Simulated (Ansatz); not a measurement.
Calculated with Ansatz (gas phase, PBE0-D4/def2-TZVP geometries, no zero-point term in ΔE). CBS: MP2 limit from def2 TZ/QZ plus the TZ coupled-cluster correction, frozen cores. This one scheme is used for every species. For Br, Ge outer-core shells are correlated without core-valence functions, which leaves a few kJ/mol of doubt a bond. Scalar relativity is left out up to krypton. Each species was taken in one conformer, which may not be the lowest.

Reaction (ligand exchange at a Ge–Br bond): `[F][Ge]([F])([F])[Br]` + H₂S → `[F][Ge]([F])([F])[SH]` + HBr

```tsv
species	CCSD(T)/CBS(def2) energy (Eh)
`[F][Ge]([F])([F])[Br]`	-4948.96178
H₂S	-398.97279
`[F][Ge]([F])([F])[SH]`	-2774.00787
HBr	-2573.91920
```

Work out ΔE.

ΔE = (-2774.00787) + (-2573.91920) − (-4948.96178) − (-398.97279) = 0.00750 Eh = +19.7 kJ/mol.

Largest T1 diagnostic among the species: 0.012.

Leaving LDA and LC-ωPBE aside and taking each functional with its dispersion term where it has one, the values, not all of them listed here, spread over 6.1 kJ/mol, from revPBE-D4 to BHLYP-D4. LDA lies −3.4 kJ/mol from PBE without D4. From BLYP to BHLYP (50 % exact exchange), in def2-TZVPP and without D4, ΔE moves by +3.7 kJ/mol. In def2-TZVPP, CCSD(T) changes the Hartree–Fock value by −8.1 kJ/mol (the triples alone add −1.2 kJ/mol) and MP2 by −7.4 kJ/mol.
